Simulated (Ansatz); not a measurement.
A CCSD(T) single point on C$_{6}$H$_{5}$F$_{3}$Hf (`[F][Hf]([F])([F])[c]1ccccc1`).

```yaml
crystal:
  periodic: [false, false, false]
  atoms:
    - {symbol: F, position_ang: [-3.051986, -1.850973, 1.025988]}
    - {symbol: Hf, position_ang: [-2.518264, -0.857016, -0.506409]}
    - {symbol: F, position_ang: [-2.441252, -1.919423, -2.082235]}
    - {symbol: F, position_ang: [-3.588661, 0.689163, -0.791856]}
    - {symbol: C, position_ang: [-0.475869, -0.163475, -0.091247]}
    - {symbol: C, position_ang: [0.224873, 0.616926, -1.020117]}
    - {symbol: C, position_ang: [1.514392, 1.057966, -0.766465]}
    - {symbol: C, position_ang: [2.134301, 0.725551, 0.429748]}
    - {symbol: C, position_ang: [1.464333, -0.045705, 1.367883]}
    - {symbol: C, position_ang: [0.174129, -0.484082, 1.108250]}
    - {symbol: H, position_ang: [-0.235197, 0.893453, -1.966214]}
    - {symbol: H, position_ang: [2.037316, 1.660960, -1.500362]}
    - {symbol: H, position_ang: [3.142815, 1.069078, 0.630865]}
    - {symbol: H, position_ang: [1.948386, -0.305513, 2.302743]}
    - {symbol: H, position_ang: [-0.329326, -1.086921, 1.859447]}
basis:
  gaussian: {orbitals: def2-TZVPP}
correlation: {method: ccsd_t}
output: {orbitals: {seedname: orbitals}}
```

```sh
$ ansatz run in.yaml --threads 4 --pin off --events-out ev --progress --plain --max-ram 66560MiB --backend cuda --devices 0, --max-vram 37GiB
```

Log, shortened:

```
Functional definition: HF
2533 factors; integrals over basis functions are off by at most 1.2e-3 eV
mean field evaluation 1: about -15675.3082 eV, gradient 6.7e1 eV
mean field evaluation 2: about -15675.7209 eV, gradient 6.7e1 eV
mean field evaluation 4: about -15684.7775 eV, gradient 5.3e0 eV
mean field evaluation 8: about -15684.9054 eV, gradient 3.9e-1 eV
mean field evaluation 16: about -15684.9062 eV, gradient 2.4e-6 eV
mean field -15684.90617338 eV, -576.4096702606 hartree, gradient 2.4e-6 eV, S^2 0.000000; 0 other end points of the search recorded, 0 dependent functions left out; unrestricted orbitals would lower it
9 core orbitals not correlated: weight in the atoms' cores, before any rotation towards them, 1.000 or more for the frozen orbitals, at most 0.000 for the correlated occupied ones
reference -15684.90617338 eV, -576.4096702606 hartree; 31, 31 occupied and 365, 365 virtual orbitals, 2533 factors
second order -54.65781500 eV of doubles, -0.00000000 eV of singles
cycle   1  -53.21131496 eV  change     1.4e0 eV  update   1.9e-1
cycle   2  -54.54224119 eV  change    -1.3e0 eV  update   7.2e-2
cycle   3  -54.88494494 eV  change   -3.4e-1 eV  update   3.2e-2
cycle   4  -54.87521630 eV  change    9.7e-3 eV  update   9.3e-3
cycle   5  -54.86020695 eV  change    1.5e-2 eV  update   3.4e-3
cycle   6  -54.86331900 eV  change   -3.1e-3 eV  update   1.1e-3
cycle   7  -54.86374304 eV  change   -4.2e-4 eV  update   4.1e-4
cycle   8  -54.86334163 eV  change    4.0e-4 eV  update   1.7e-4
cycle   9  -54.86338378 eV  change   -4.2e-5 eV  update   6.8e-5
cycle  10  -54.86349554 eV  change   -1.1e-4 eV  update   2.5e-5
cycle  11  -54.86342697 eV  change    6.9e-5 eV  update   1.2e-5
perturbative correction -2.43575697 eV, -0.0895124178 hartree
Total energy: -15742.20535733 eV, -578.5153764317 hartree
```

Run time 51 s (4 threads of an AMD EPYC 7R13 on a shared host and a share of an NVIDIA H100 80 GB); peak host memory 1.8 GiB.

Correlation energy per correlated electron: -0.924 eV. T1 diagnostic: 0.0145.
